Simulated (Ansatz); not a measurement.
`C[Si](F)I`, charge 0, multiplicity 2.

Task: Give a relaxed structure at PBE0-D4/def2-TZVP (Ansatz). (An estimate is asked.)

Result: The calculation gave: 
Cartesian coordinates in Å:
```
C -0.252 -0.661 0.531
Si -0.347 0.847 -0.561
F 0.176 2.098 0.294
I 1.111 0.597 -2.513
H -0.559 -1.549 -0.024
H 0.777 -0.795 0.877
H -0.906 -0.536 1.397
```
